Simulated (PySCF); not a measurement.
**MNOH across group 4**

Level: PBE0, basis family def2-TZVP, scalar-relativistic core potentials from Rb on and no relativity for lighter atoms.

Each entry is the lowest minimum that a search over a few typed start shapes (and spin states, where more than one is plausible) found, or that minimum re-optimised at the stated level; isomers with ligand–ligand bonds, or fragments after loss of a ligand pair, can lie lower. Open shells are unrestricted; no spin–orbit coupling; PySCF with density fitting.

```json
{"molecule": "TiN(OH)", "2S+1": "1", "point group": "Cs", "mean bond to the central atom (Å)": "1.707", "gap (eV)": "4.12", "highest ω (cm⁻¹)": "3925", "distinct angles (°)": "125/113", "atomisation (kJ/mol)": "1372"}
{"molecule": "ZrN(OH)", "2S+1": "1", "point group": "Cs", "mean bond to the central atom (Å)": "1.844", "gap (eV)": "3.27", "highest ω (cm⁻¹)": "3918", "distinct angles (°)": "123/108", "atomisation (kJ/mol)": "1469"}
{"molecule": "HfN(OH)", "2S+1": "?", "point group": "?", "mean bond to the central atom (Å)": "?", "gap (eV)": "?", "highest ω (cm⁻¹)": "?", "distinct angles (°)": "?", "atomisation (kJ/mol)": "?"}
```

Fill in the row of HfN(OH).

2S+1: 1; point group: Cs; mean bond to the central atom (Å): 1.854; gap (eV): 2.67; highest ω (cm⁻¹): 3914; distinct angles (°): 120/105; atomisation (kJ/mol): 1388.

Spin–orbit coupling can matter for HfN(OH).

Left out of the table are members whose search was unfinished or whose lowest solution was spin-contaminated, unstable, very soft or bonded differently.
